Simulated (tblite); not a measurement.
Compound: C6H9BCl2O.
Atom-mapped SMILES: `[CH3:1][CH2:2][C@H:3]1[CH2:4][O:5][CH:6]=[C:7]1[B:8]([Cl:9])[Cl:10]` (hydrogens: H11, H12, H13 on C1; H14, H15 on C2; H16 on C3; H17, H18 on C4; H19 on C6)

Computed with GFN2-xTB (tblite), gas phase: L-BFGS steps from a force-field or distance-geometry start until the largest atomic force falls under 0.01 eV/Å.

Step 0: E = -866.4823 eV
```
atom  x, y, z in Å  |  force x, y, z in eV/Å
C1     -2.3696   -0.0505   -0.0707   -1.878   0.311  -0.169
C2     -0.9967    0.3888   -0.4353    0.612   2.004  -0.308
C3      0.0856   -0.0597    0.5449   -0.636   1.582   0.922
C4      0.2064   -1.5261    0.7046    1.174  -0.814   0.281
O5      0.8488   -1.9023   -0.5083    1.321  -0.591  -0.615
C6      1.7596   -0.8771   -0.7520   -0.239  -0.601  -0.391
C7      1.3757    0.2445   -0.1607    1.653   1.188   0.346
B8      2.0500    1.6440   -0.1176   -1.576   1.416   0.389
Cl9     2.3119    2.3953    1.5575    0.018  -0.596  -1.801
Cl10    1.6290    2.7528   -1.5509    0.880  -0.895   1.409
H11    -2.3574   -0.9504    0.5452   -0.257   0.247  -0.105
H12    -2.8559    0.7998    0.4672    0.103  -1.014  -0.115
H13    -2.9968   -0.2409   -0.9778    0.518   0.051   0.757
H14    -0.7111    0.1501   -1.4753   -0.122  -0.224   0.537
H15    -0.9887    1.5209   -0.3693    0.156  -0.973  -0.385
H16     0.0129    0.4611    1.5246   -0.198  -0.219  -0.559
H17     0.9991   -1.6993    1.4898   -0.884  -0.194  -0.074
H18    -0.7045   -2.0952    0.9099    0.361   0.017  -0.316
H19     2.6920   -0.9465   -1.3331   -1.008  -0.694   0.196
```

Step 1: E = -866.8762 eV
```
atom  x, y, z in Å  |  force x, y, z in eV/Å
C1     -2.3965   -0.0461   -0.0731   -0.060   0.210  -0.032
C2     -0.9880    0.4174   -0.4397   -0.345   0.403   0.162
C3      0.0765   -0.0371    0.5581    0.301   0.216  -0.252
C4      0.2232   -1.5378    0.7086    0.406   0.104  -0.344
O5      0.8677   -1.9107   -0.5171    0.943  -0.328  -0.072
C6      1.7562   -0.8857   -0.7576   -0.420   0.564   0.174
C7      1.3993    0.2615   -0.1557    0.859  -0.277   0.173
B8      2.0275    1.6642   -0.1121   -1.192   1.219   0.285
Cl9     2.3121    2.3868    1.5317    0.037  -0.386  -1.436
Cl10    1.6416    2.7400   -1.5308    0.756  -0.626   1.124
H11    -2.3611   -0.9469    0.5437   -0.248   0.283  -0.148
H12    -2.8544    0.7854    0.4656   -0.261  -0.465   0.161
H13    -2.9894   -0.2402   -0.9670    0.060  -0.036   0.156
H14    -0.7128    0.1469   -1.4677   -0.036  -0.174   0.383
H15    -0.9865    1.5070   -0.3748    0.106   0.086  -0.344
H16     0.0100    0.4580    1.5166   -0.263   0.166   0.177
H17     0.9865   -1.7021    1.4887   -0.426  -0.261   0.214
H18    -0.6994   -2.0949    0.9054    0.420  -0.004  -0.337
H19     2.6776   -0.9564   -1.3303   -0.637  -0.694  -0.043
```

Task: Estimate the geometry and energy of step 2. (The exact step hangs on the optimiser's Hessian estimate; all steps are aligned on step 1, rigid shifts and turns removed.)

Result: E = -867.1410 eV, largest force 1.021 eV/Å
```
atom  x, y, z in Å  |  force x, y, z in eV/Å
C1     -2.4107   -0.0391   -0.0750    0.826  -0.015   0.117
C2     -0.9918    0.4406   -0.4380   -0.342  -0.851   0.259
C3      0.0791   -0.0213    0.5585    0.589  -0.390  -0.548
C4      0.2407   -1.5409    0.7025   -0.219   0.353  -0.609
O5      0.8987   -1.9224   -0.5230    0.428   0.012   0.446
C6      1.7448   -0.8767   -0.7562    0.334   0.054  -0.289
C7      1.4307    0.2632   -0.1493   -0.220   0.230   0.567
B8      1.9889    1.7023   -0.1028   -0.789   0.260   0.112
Cl9     2.3131    2.3737    1.4859    0.115  -0.011  -0.684
Cl10    1.6652    2.7193   -1.4950    0.503  -0.111   0.501
H11    -2.3686   -0.9386    0.5396   -0.175   0.182  -0.108
H12    -2.8598    0.7676    0.4686   -0.550   0.081   0.414
H13    -2.9845   -0.2407   -0.9582   -0.251  -0.080  -0.319
H14    -0.7145    0.1414   -1.4550   -0.041  -0.113   0.267
H15    -0.9829    1.5024   -0.3855    0.031   0.984  -0.270
H16     0.0026    0.4604    1.5169   -0.214   0.213   0.334
H17     0.9705   -1.7095    1.4932   -0.066  -0.245   0.382
H18    -0.6871   -2.0949    0.8953    0.417   0.014  -0.392
H19     2.6559   -0.9774   -1.3300   -0.378  -0.565  -0.182
```

The energy changes by -0.2648 eV. The first-order estimate −F·Δx gives -0.4098 eV and the mean of the old and new forces, exact on a quadratic surface, -0.2616 eV. The step makes an angle of 16° with the force vector and moves no atom by more than 0.055 Å.

The cost below is that of the whole relaxation. The run took 2.0 s of wall time on one thread, Arm Neoverse N1 (aarch64), no GPU (shared host).
